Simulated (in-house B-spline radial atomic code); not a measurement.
Inner-shell binding energies (edges) and X-ray emission energies of free atoms and ions, as differences of relaxed hole-state energies with first-order Breit, QED and recoil terms, without correlation or multiplet splittings, in NIST's listed ground configurations. For neutral atoms such line energies lie within some 1 to 5 eV of tabulated X-ray lines (up to 20 eV for the heaviest). K = 1s, L1 = 2s, L3 = 2p3/2. A dash marks a subshell that is part filled or wasn't run, or a line left out. Computed with a B-spline radial code for spherical atoms: Dirac-Hartree-Fock, average of the configuration, finite nuclei.

```json
{"ion": "Mn", "configuration": "[Ar] 3d5 4s2", "K edge (eV)": "6550.48", "L1 edge (eV)": "784.96", "L3 edge (eV)": "653.81"}
{"ion": "Co2+", "configuration": "[Ar] 3d7", "K edge (eV)": "7743.76", "L1 edge (eV)": "963.55", "L3 edge (eV)": "815.09"}
{"ion": "Ni3+", "configuration": "[Ar] 3d7", "K edge (eV)": "?", "L1 edge (eV)": "?", "L3 edge (eV)": "?"}
{"ion": "Cu4+", "configuration": "[Ar] 3d7", "K edge (eV)": "?", "L1 edge (eV)": "?", "L3 edge (eV)": "?"}
{"ion": "Zn5+", "configuration": "[Ar] 3d7", "K edge (eV)": "9771.17", "L1 edge (eV)": "1312.67", "L3 edge (eV)": "1134.75"}
{"ion": "Ga6+", "configuration": "[Ar] 3d7", "K edge (eV)": "10505.3", "L1 edge (eV)": "1444.5", "L3 edge (eV)": "1255.83"}
{"ion": "Ge7+", "configuration": "[Ar] 3d7", "K edge (eV)": "11268.6", "L1 edge (eV)": "1583.94", "L3 edge (eV)": "1384.02"}
```

Question: Fill in the row of Ni3+.

Answer: K edge (eV): 8390.4; L1 edge (eV): 1072.06; L3 edge (eV): 914.21.

Question: Fill in the row of Cu4+.

Answer: K edge (eV): 9066.22; L1 edge (eV): 1188.5; L3 edge (eV): 1020.83.
